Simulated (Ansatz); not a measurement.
Relaxation of Cl3GeH4NO (10 atoms, charge 0, multiplicity 1), to a largest force component of 0.03 eV/Å in at most 50 steps.

All numbers below come from RKS PBE-D4/def2-SVP (Ansatz).

```xyz
10
Properties=species:S:1:pos:R:3
Ge -0.070 0.109 0.052
O -0.137 0.245 1.823
H -1.027 -0.019 2.142
Cl 1.937 0.379 -0.670
Cl -1.186 1.798 -0.725
Cl -1.107 -1.609 -0.764
N 1.462 -2.296 1.312
H 0.702 -2.635 0.712
H 2.160 -1.832 0.718
H 1.078 -1.591 1.975
```

**Question.** Where does it end, and by what steps?

**Answer.** The forces met the threshold. The force dipped under the threshold on the way, but the program's further checks kept it going. After 23 steps the energy has fallen by 0.106 eV; H3 moved furthest, 0.74 Å.

```csv
step,energy less start (eV),largest force component (eV/Å),accepted
0,0.0000,0.446,yes
1,-0.0651,0.302,yes
2,-0.0776,0.330,yes
3,-0.0854,0.235,yes
4,-0.0909,0.206,yes
5,-0.0916,0.096,yes
6,-0.0944,0.106,yes
7,-0.0952,0.078,yes
8,-0.0958,0.091,yes
9,-0.0961,0.213,yes
10,-0.0965,0.232,yes
11,-0.0979,0.128,yes
12,-0.0994,0.080,yes
13,-0.1001,0.117,yes
14,-0.1007,0.029,yes
15,-0.0925,0.744,no
16,-0.1021,0.136,yes
17,-0.1010,0.394,no
18,-0.1034,0.070,yes
19,-0.1046,0.036,yes
20,-0.1037,0.303,no
21,-0.1052,0.025,yes
22,-0.1056,0.070,yes
23,-0.1058,0.002,yes
```

```xyz
10
Properties=species:S:1:pos:R:3
Ge -0.196 0.143 -0.023
O -0.270 -0.003 1.747
H -0.857 0.698 2.098
Cl 1.815 0.487 -0.703
Cl -1.399 1.856 -0.568
Cl -1.015 -1.589 -1.002
N 1.575 -2.475 1.404
H 0.892 -2.843 0.731
H 2.215 -1.879 0.865
H 1.053 -1.844 2.026
```

Whether the end is a true minimum wasn't checked by a vibrational analysis.

Run time: 45 s on 4 threads of Arm Neoverse V2, with other jobs on the host, peak memory 0.22 GiB.
